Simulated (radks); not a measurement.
Results of a calculation; reference values are marked as such.
Task: Species: the zinc ion Zn+. Configuration: [Ar] 3d9.5 4s1 5s0.5 (fractional occupations, a model configuration). Code: a radial shooting solver on a logarithmic mesh with Libxc functionals. Model: non-relativistic Kohn-Sham, TASK exchange with Perdew-Wang LDA correlation, spin-polarised, spherical densities, point nucleus; open shells are filled with parallel spins first; meta-GGA in the generalised Kohn-Sham scheme. Some entries of the table are withheld. Estimate them.

orbital  occ.  eigenvalue (eV)  r(max) (bohr)  <r> (bohr)
1s up       1        -9450.530        0.03372     0.05119
1s down     1        -9450.451        0.03372     0.05119
2s up       1        -1161.579         0.1926      0.2301
2s down     1        -1161.126         0.1926      0.2300
2p up       3        -1024.937         0.1535      0.1999
2p down     3        -1024.591         0.1535      0.1999
3s up       1        -146.8424         0.5976      0.6931
3s down     1        -146.1698         0.5979      0.6931
3p up       3              (1)         0.5966         (2)
3p down     3              (3)         0.5970         (4)
3d up       5         -27.3804         0.5649      0.8576
3d down   4.5         -26.2620         0.5649      0.8359
4s up       1         -18.0089          1.934       2.223
5s up     0.5          -5.0676          6.094       6.640

Result: 
(1) 3p up eigenvalue (eV): -102.6898
(2) 3p up <r> (bohr): 0.7180
(3) 3p down eigenvalue (eV): -101.9651
(4) 3p down <r> (bohr): 0.7169
